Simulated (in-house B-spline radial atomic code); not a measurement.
A calculation on F: its settings, and results tabulated from the run. All numbers are computed (scalar-relativistic (X2C) HSE06, spin-polarised, spherical fractional occupations, exact exchange averaged over the configuration; Fermi nucleus of rms radius 2.8976 fm) with an all-electron radial atomic-structure program (B-spline basis), not measured.

Command:
```bash
python run_scf.py task.json out
```
Settings (nuclear radius in fm, mass in u):
```
Z                9
configuration    [He] 2s2 2p5
hamiltonian      x2c
method           hse06
spin_polarised   True
nucleus          fermi
rms_radius       2.8976
atomic_mass      18.9984
speed_of_light   137.035999084
exact_exchange   averaged over the configuration
```

Output (hartree, bohr):
```
 radial grid: 79 intervals, B-splines of order 8, outer radius 50 bohr

 iter        energy (Eh)    residual
    1         -99.001707    1.57e-01
    2         -99.216750    1.28e-01
    3         -99.765504    1.41e-02
    4         -99.772183    2.42e-03
    5         -99.772256    2.90e-04
    6         -99.772258    1.91e-04
    7         -99.772259    6.57e-05
    8         -99.772259    6.90e-06
    9         -99.772259    1.53e-07

 total energy                       -99.77226
 kinetic                              99.6982
 electron-nucleus                   -238.9932
 Hartree                              49.7017
 exact exchange                       -2.2690
 exchange-correlation                 -7.9100

 orbital      occ     eigenvalue          <r>       <r^2>       <1/r>     <1/r^2>     <1/r^3>       r_max
 1s up      1.000       -24.8821     0.176136    0.041896     8.64717     153.298           -      0.1143
 1s down    1.000       -24.8509     0.175939   0.0417847     8.65374     153.484           -      0.1142
 2s up      1.000        -1.2535     0.996203     1.20704     1.46852     9.18408           -      0.7626
 2s down    1.000        -1.1613      1.00967     1.24377     1.44909     8.93653           -      0.7669
 2p up      3.000        -0.5090      1.08154     1.55008     1.28527     2.45833     7.89475      0.7068
 2p down    2.000        -0.4443      1.11752     1.67142     1.25711     2.37444      7.5846      0.7146
```

Cost of the run: 0.4 s on 1 thread of Intel(R) Xeon(R) 6975P-C (shared host).
